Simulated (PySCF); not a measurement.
## UHF on Os⁻ (osmium, charge -1)

Configuration: [Xe] 4f14 5d7 6s2, high-spin 4F determinant. Computed with PySCF 2.14 in def2-QZVPPD with the def2 core potential (60 electrons) (7s5p4d4f2g, 88 functions), with a scalar-relativistic core potential.

```
Total energy             : -89.812033 hartree
One-electron energy      : -159.8092 hartree
Hartree (Coulomb) energy : 78.8997 hartree
Exchange energy          : -8.9026 hartree
⟨S²⟩                     : 3.8098
⟨L²⟩                     : 12.054
Sum of ⟨r⟩               : 30.40 bohr
Sum of ⟨r²⟩              : 77.95 bohr²
```

| shell | electrons | mean orbital energy (eV) | spread (eV) | rms radius, mean of both spins (bohr) |
| --- | --- | --- | --- | --- |
| 5s α | 1 | -101.21 | 0 | 1.10 |
| 5s β | 1 | -97.460 | 0 | 1.10 |
| 5p α | 3 | -55.196 | 0 | 1.28 |
| 5p β | 3 | -49.830 | 0 | 1.28 |
| 5d α | 5 | -4.049 | 0.969 | 2.07 |
| 6s α | 1 | -1.704 | 0 | 4.22 |
| 5d β | 2 | -1.693 | 0 | 2.07 |
| 6s β | 1 | -0.102 | 0 | 4.22 |

Energies and moments cover only the electrons outside the core potential. Spin-orbit coupling, absent here, splits the open shell strongly. The outer electron is barely bound at this level, so radii and moments hang on the diffuse functions.
